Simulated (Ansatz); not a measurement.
Relaxation of Al₂FH₃N (7 atoms, charge -1, multiplicity 1), to a largest force component of 0.02 eV/Å in at most 50 steps.

Level of theory: Ansatz, RKS r2SCAN/def2-SVP.

```xyz
7
Properties=species:S:1:pos:R:3:forces:R:3
F -1.828 -1.302 -2.138 -0.06 -1.02 -0.03
Al -0.862 -0.482 -1.019 -0.58 3.33 -0.85
N 0.156 -1.149 0.236 -0.18 -3.52 -0.10
Al 0.929 0.151 1.111 -0.24 1.55 -0.31
H 0.004 -2.168 0.095 0.74 0.15 0.90
H 0.424 0.886 2.429 -0.22 -0.24 0.52
H 2.313 0.869 0.797 0.55 -0.25 -0.14
```

Question: Where does it end, and by what steps?

Answer: It converged. Limits of this set-up: an anion without diffuse functions. After 10 steps the energy has fallen by 1.045 eV; H5 moved furthest, 0.51 Å.

| step | energy less start (eV) | largest force component (eV/Å) | accepted |
| --- | --- | --- | --- |
| 0 | 0.0000 | 3.519 | yes |
| 1 | -0.6355 | 2.434 | yes |
| 2 | -0.8763 | 0.652 | yes |
| 3 | -0.8981 | 2.242 | yes |
| 4 | -0.9970 | 0.469 | yes |
| 5 | -1.0157 | 0.279 | yes |
| 6 | -1.0313 | 0.582 | yes |
| 7 | -1.0240 | 0.408 | no |
| 8 | -1.0444 | 0.069 | yes |
| 9 | -1.0347 | 0.426 | no |
| 10 | -1.0449 | 0.013 | yes |

```xyz
7
Properties=species:S:1:pos:R:3
F -1.828 -1.057 -2.133
Al -0.828 -0.317 -0.961
N 0.114 -1.327 0.181
Al 0.755 0.281 0.903
H 0.336 -2.282 0.466
H 0.279 0.776 2.385
H 2.308 0.731 0.670
```

The run took 14 s on 2 threads of Intel(R) Xeon(R) 6975P-C (Granite Rapids), with other jobs on the host, peak memory 0.17 GiB.
